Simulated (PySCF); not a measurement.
# Spinor energies of V (vanadium, neutral)

Start: [Ar] 3d3 4s2; 3d3/2 filled at m_j = -1/2, +1/2, +3/2. Calculated with PySCF 2.14 in x2c-TZVPPall-2c (6s7p4d2f1g, 70 functions): generalised Hartree-Fock with the X2C-1e Hamiltonian and a Gaussian nucleus; one run each with spin-orbit coupling (SO) switched off, then screened by Boettger's factors.

```json
{"spinor shell": "1s1/2", "electrons": "2", "ε, spin-free (eV)": "-5520.3", "ε, screened SO (eV)": "-5520.3", "weight of nominal j (screened SO)": "1.000", "rms radius, screened SO (bohr)": "0.0768"}
{"spinor shell": "2s1/2", "electrons": "2", "ε, spin-free (eV)": "-657.31", "ε, screened SO (eV)": "-657.28", "weight of nominal j (screened SO)": "1.000", "rms radius, screened SO (bohr)": "0.332"}
{"spinor shell": "2p1/2", "electrons": "2", "ε, spin-free (eV)": "-545.84", "ε, screened SO (eV)": "-551.07", "weight of nominal j (screened SO)": "0.986", "rms radius, screened SO (bohr)": "0.301"}
{"spinor shell": "2p3/2", "electrons": "4", "ε, spin-free (eV)": "-545.84", "ε, screened SO (eV)": "-543.23", "weight of nominal j (screened SO)": "0.993", "rms radius, screened SO (bohr)": "0.303"}
{"spinor shell": "3s1/2", "electrons": "2", "ε, spin-free (eV)": "-87.756", "ε, screened SO (eV)": "-87.745", "weight of nominal j (screened SO)": "1.000", "rms radius, screened SO (bohr)": "1.02"}
{"spinor shell": "3p1/2", "electrons": "2", "ε, spin-free (eV)": "-55.082", "ε, screened SO (eV)": "-56.802", "weight of nominal j (screened SO)": "0.656", "rms radius, screened SO (bohr)": "1.11"}
{"spinor shell": "3d3/2", "electrons": "3", "ε, spin-free (eV)": "-13.641", "ε, screened SO (eV)": "-13.649", "weight of nominal j (screened SO)": "0.609", "rms radius, screened SO (bohr)": "1.51"}
{"spinor shell": "4s1/2", "electrons": "2", "ε, spin-free (eV)": "-6.354", "ε, screened SO (eV)": "-6.353", "weight of nominal j (screened SO)": "1.000", "rms radius, screened SO (bohr)": "3.88"}
```

Question: Where does 3p3/2 lie, and what is the 3p spin-orbit splitting (screened SO)?

Answer: At -54.215 eV, 2.588 eV above 3p1/2.

```csv
quantity,spin-free,screened SO
E (hartree),-948.12372,-948.13367
M_J,3/2,3/2
⟨J²⟩,6.769,6.702
⟨L²⟩,12.008,12.007
⟨S²⟩,3.761,3.760
```

The determinant has a definite M_J but mixes levels of different J.

Each row is a mean over spinors that exchange with the open shell spreads, by up to 9.289 eV (3p1/2).

Rows whose weight is well below 1 are mixtures of j = l ± 1/2: exchange outweighs spin-orbit coupling there, and the label is only the starting occupation.

Without spin-orbit coupling the j labels of p, d and f shells carry no meaning; the spin-free column gives the mean over the occupied spinors of each nl shell, and its ⟨J²⟩ belongs to a mixture of degenerate components.
